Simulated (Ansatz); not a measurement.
Input and output for C3H7AlO (`C=[CH][Al]([CH3])[OH]`).

```yaml
crystal:
  periodic: [false, false, false]
  atoms:
    - {symbol: C, position_ang: [-1.598524, 0.496172, 1.236593]}
    - {symbol: C, position_ang: [-0.526335, 1.249658, 0.908907]}
    - {symbol: Al, position_ang: [0.538727, 0.091480, -0.585131]}
    - {symbol: C, position_ang: [0.574945, -1.583933, -0.851893]}
    - {symbol: O, position_ang: [2.110144, 0.918021, -1.525642]}
    - {symbol: H, position_ang: [-1.745830, -0.343788, 0.911479]}
    - {symbol: H, position_ang: [-2.214232, 1.141893, 1.940885]}
    - {symbol: H, position_ang: [-0.623212, 2.337878, 1.009413]}
    - {symbol: H, position_ang: [0.890808, -2.089686, 0.275031]}
    - {symbol: H, position_ang: [1.461805, -2.168984, -1.309932]}
    - {symbol: H, position_ang: [-0.161230, -2.162959, -1.151427]}
    - {symbol: H, position_ang: [2.268424, 1.858093, -1.231571]}
basis:
  gaussian: {orbitals: aug-cc-pVTZ}
hamiltonian: {xc: {name: r2SCAN50}}
output: {forces: true}
```

```sh
$ ansatz run in.yaml --threads 4 --pin off --events-out ev --progress --plain --max-ram 10444MiB
```

It prints (some lines left out):

```
Functional definition: r2SCAN50
1731 factors; their error is unknown
mean field evaluation 1: about -11851.3573 eV, gradient 7.6e1 eV
mean field evaluation 2: about -11849.3707 eV, gradient 8.4e1 eV
mean field evaluation 4: about -11863.3149 eV, gradient 2.5e0 eV
mean field evaluation 8: about -11863.3338 eV, gradient 2.0e-1 eV
mean field evaluation 16: about -11863.3677 eV, gradient 6.3e-4 eV
mean field -11863.36767112 eV, -435.9707206344 hartree, gradient 4.0e-5 eV, S^2 0.000000; 0 other end points of the search recorded, 0 dependent functions left out
reference -11863.36768464 eV, -435.9707211310 hartree; 23, 23 occupied and 372, 372 virtual orbitals, 1731 factors
Total energy: -11863.36768464 eV, -435.9707211310 hartree
Atom 0 at    -1.598524     0.496172     1.236593 Å, force     2.254924    12.538054     4.723230 eV/Å
Atom 1 at    -0.526335     1.249658     0.908907 Å, force    -0.146249    -2.264162    -3.405106 eV/Å
Atom 2 at     0.538727     0.091480    -0.585131 Å, force     3.148803     8.949256     0.739497 eV/Å
Atom 3 at     0.574945    -1.583933    -0.851893 Å, force     5.876429    -7.070110     2.954266 eV/Å
Atom 4 at     2.110144     0.918021    -1.525642 Å, force    -2.696728     0.904739     2.493709 eV/Å
Atom 5 at    -1.745830    -0.343788     0.911479 Å, force    -1.858133    -9.139350    -2.587783 eV/Å
Atom 6 at    -2.214232     1.141893     1.940885 Å, force    -0.292849    -2.111921    -1.132898 eV/Å
Atom 7 at    -0.623212     2.337878     1.009413 Å, force     0.679514    -0.785644     0.603588 eV/Å
Atom 8 at     0.890808    -2.089686     0.275031 Å, force    -1.439688     1.728809    -2.625969 eV/Å
Atom 9 at     1.461805    -2.168984    -1.309932 Å, force    -1.192487     2.000867     0.068685 eV/Å
Atom 10 at    -0.161230    -2.162959    -1.151427 Å, force    -3.915749    -2.468187    -1.101396 eV/Å
Atom 11 at     2.268424     1.858093    -1.231571 Å, force    -0.417788    -2.282352    -0.729822 eV/Å
Dipole moment:    -0.541567    -0.203256     0.253022 e Å
```

Run time 12 s (4 threads of an AMD EPYC 7B13 on a shared host); peak host memory 1.8 GiB.
